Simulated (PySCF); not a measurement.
**Structure revision by computed shifts**

A compound C7H16Si gives the data below (simulated from a calculation) and was assigned the structure `C/C=C/[SiH2]C(C)(C)C`.

$^{13}$C{$^{1}$H} NMR (computed): δ 152.5 (C), 122.2 (CH), 32.4 (C), 27.0 (CH3, 2C), 18.7 (CH3), 16.2 (CH3).

$^{1}$H NMR (400 MHz, computed): δ 5.51 (q, 1H), 3.80 (s, 3H), 1.79 (s, 3H), 1.72 (d, 3H), 1.20 (s, 6H).

Computed data (PySCF 2.14.0 with density-fitted response routines): σ from GIAO-PBE0/pcSseg-1, coordinates at the GFN2-xTB level. A single conformation, one averaged value for each set of equivalent atoms, isolated molecule, no relativistic terms.

δ = σ(ref) − σ, references computed at the same level: $^{1}$H (σ = 31.72 ppm) and $^{13}$C (σ = 186.93 ppm) vs TMS.

Question: Compare with the shifts computed for the proposed structure, pairing carbons in order of shift.

Answer: Structure with atom numbers: `[CH3:1]/[CH:2]=[CH:3]/[SiH2:4][C:5]([CH3:6])([CH3:7])[CH3:8]`; H(Xn) means a hydrogen on atom n.

| atom | computed for proposal | given list | difference |
| --- | --- | --- | --- |
| C2 | 157.5 | 152.5 | +5.0 |
| C3 | 129.7 | 122.2 | +7.5 |
| C6 | 29.2 | 32.4 | -3.2 |
| C7 | 29.2 | 27.0 | +2.2 |
| C8 | 29.2 | 27.0 | +2.2 |
| C1 | 27.2 | 18.7 | +8.5 |
| C5 | 21.2 | 16.2 | +5.0 |

The rms difference is 5.3 ppm and the largest +8.5 ppm at C1 (allylic methyl carbon). The proposal also would give 5 carbon signals, not 6. The carbon types in order of shift don't match either: CH, CH, CH3, CH3, CH3, CH3, C for the proposal against C, CH, C, CH3, CH3, CH3, CH3 in the data. The proposal doesn't fit.

Question: Which isomer fits?

Answer: `C/C=C(\C)C(C)(C)[SiH3]`.

1. Carbon types of the structure: 2 × C, 1 × CH, 4 × CH3, leaving 3 H on heteroatoms.
2. δC 152.5: fully substituted alkene carbon; the olefinic region.
3. δC 122.2: alkene CH; an sp2 carbon of a C=C bond.
4. δC 27.0: methyl carbon; a saturated carbon with 1 carbon neighbour and no heteroatom attached.
5. δH 1.79, 1.72: hydrogen on an allylic methyl carbon; allylic position.

This is the structure that produced the data.

Shifts are as computed. Against solution values, carbons near 30 ppm lie about +3 ppm off and those near 130 ppm about +5 ppm. Of 1211 compounds with measured shifts, 218 miss one by over three times the rms of a fit or turn the order of signals round; such compounds aren't used in these exercises. Multiplicities follow the n + 1 count of equivalent neighbours, as no J values were calculated; m marks all less simple cases, F and P coupling included.
